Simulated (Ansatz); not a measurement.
Reactions of `COC[SeH]`.

Isolated molecules relaxed with PBE0-D4/def2-TZVP in Ansatz; ΔE leaves out vibrations. CCSD(T)/CBS is the MP2 limit (def2-TZVPP, def2-QZVPP) plus CCSD(T) − MP2 in def2-TZVPP, frozen cores. DFT in def2-TZVPP. Elements past krypton have def2 core potentials. For Ge, Se, Sn outer-core shells are correlated without core-valence functions, which leaves a few kJ/mol of doubt a bond. Scalar relativity is left out up to krypton. Each species was taken in one conformer, which may not be the lowest.

```json
{"reaction": "`COC[SeH]` + `B[CH2][GeH3]` → `B[CH2][GeH2][SeH]` + dimethyl ether", "ωB97M-V (eV)": "-0.98", "B2PLYP (eV)": "-0.98", "r2SCAN-D4 (eV)": "-0.95", "PBE0-D4 (eV)": "-0.99", "CCSD(T)/CBS(def2) (eV)": "-0.98"}
{"reaction": "`COC[SeH]` + `[SH][SnH3]` → `C[S][SnH3]` + `OC[SeH]`", "ωB97M-V (eV)": "-0.19", "B2PLYP (eV)": "-0.18", "r2SCAN-D4 (eV)": "-0.19", "PBE0-D4 (eV)": "-0.22", "CCSD(T)/CBS(def2) (eV)": "-0.23"}
{"reaction": "`COC[SeH]` + `OPO` → `OP(O)[SeH]` + dimethyl ether", "ωB97M-V (eV)": "-0.66", "B2PLYP (eV)": "-0.66", "r2SCAN-D4 (eV)": "-0.75", "PBE0-D4 (eV)": "-0.70", "CCSD(T)/CBS(def2) (eV)": "-0.64"}
{"reaction": "`COC[SeH]` + `OCF` → `OC(F)[SeH]` + dimethyl ether", "ωB97M-V (eV)": "0.07", "B2PLYP (eV)": "0.09", "r2SCAN-D4 (eV)": "0.06", "PBE0-D4 (eV)": "0.09", "CCSD(T)/CBS(def2) (eV)": "0.11"}
{"reaction": "`COC[SeH]` + `[Cl][GeH]([Cl])[Cl]` → `[Cl][Ge]([Cl])([Cl])[SeH]` + dimethyl ether", "ωB97M-V (eV)": "-0.96", "B2PLYP (eV)": "-0.97", "r2SCAN-D4 (eV)": "-0.96", "PBE0-D4 (eV)": "-0.98", "CCSD(T)/CBS(def2) (eV)": "-0.96"}
```

Largest T1 diagnostic: 0.013, for `OPO`.
